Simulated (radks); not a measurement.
Results of a calculation; reference values are marked as such.
All-electron atom: Pt IV in [Xe] 4f14 5d7.

Code: a radial shooting solver on a logarithmic mesh with Libxc functionals. Model: scalar-relativistic Kohn-Sham, PBEsol, spin-unpolarised, spherical densities, point nucleus.

Energy parts (eV):
| part | energy |
|---|---|
| total | -500855.66 |
| kinetic | 558702.69 |
| electron-nucleus | -1242285.39 |
| Hartree | 192194.10 |
| exchange-correlation | -9467.05 |

Orbitals (lengths in bohr, moments of r in powers of bohr):
| orbital | occ. | eigenvalue (eV) | <r> | <1/r> |
|---|---|---|---|---|
| 1s | 2 | -78447.03 | 0.01715 | 93.99 |
| 2s | 2 | -13810.66 | 0.07236 | 22.02 |
| 2p | 6 | -11973.64 | 0.06524 | 19.66 |
| 3s | 2 | -3271.053 | 0.1871 | 8.162 |
| 3p | 6 | -2736.217 | 0.1882 | 7.463 |
| 3d | 10 | -2156.437 | 0.1705 | 7.031 |
| 4s | 2 | -730.4716 | 0.4151 | 3.493 |
| 4p | 6 | -555.0883 | 0.4420 | 3.157 |
| 4d | 10 | -342.2390 | 0.4683 | 2.826 |
| 4f | 14 | -105.6668 | 0.5157 | 2.391 |
| 5s | 2 | -137.0958 | 0.9487 | 1.424 |
| 5p | 6 | -90.8753 | 1.092 | 1.212 |
| 5d | 7 | -38.7967 | 1.486 | 0.8729 |

The highest occupied level is 5d at -38.797 eV. The density falls to 0.001 e/bohr^3 at r = 3.32 bohr.
